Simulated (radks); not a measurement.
The numbers below are computed, except where a source is named.
Valence configurations of neutral neodymium (all share [Xe]). Level of theory: Dirac Kohn-Sham, PBE, spin-unpolarised, spherical densities, finite nucleus; open shells fill j = l - 1/2 first; Fermi nuclear charge, rms radius 4.9123 fm (a radial shooting solver on a logarithmic mesh with Libxc functionals). Energies are relative to 4f4 6s2; eigenvalues in eV.

| valence | E (eV) | e(4f5/2) | e(5d3/2) | e(6p1/2) | e(6s1/2) |
|---|---|---|---|---|---|
| 4f4 6s2 | 0.000 | -1.840 | - | - | -3.497 |
| 4f2 6s2 6p2 | 16.039 | -19.875 | - | -3.170 | -6.490 |
| 4f3.5 5d0.5 6s2 | 0.379 | -4.247 | -2.503 | - | -3.687 |
| 4f3.5 5d0.5 6s1 6p1 | 2.691 | -5.311 | -3.332 | -1.911 | -4.269 |
| 4f2.5 6s1.5 6p2 | 10.387 | -15.287 | - | -2.937 | -6.013 |
| 4f4 6s1 6p1 | 2.193 | -2.899 | - | -1.847 | -4.085 |
| 4f3 6s2 6p1 | 3.923 | -10.050 | - | -2.306 | -5.046 |
| 4f3 6s1 6p2 | 6.707 | -11.042 | - | -2.707 | -5.533 |
| 4f2 5d1 6s1 6p2 | 14.455 | -17.434 | -7.047 | -2.803 | -5.841 |
| 4f2.5 5d1 6s1.5 6p1 | 6.901 | -12.059 | -5.005 | -2.172 | -4.884 |

NIST lists [Xe] 4f4 6s2 as the ground configuration; this level of theory agrees among the configurations tried. The energies are those of spherical spin-averaged densities, not of single terms.
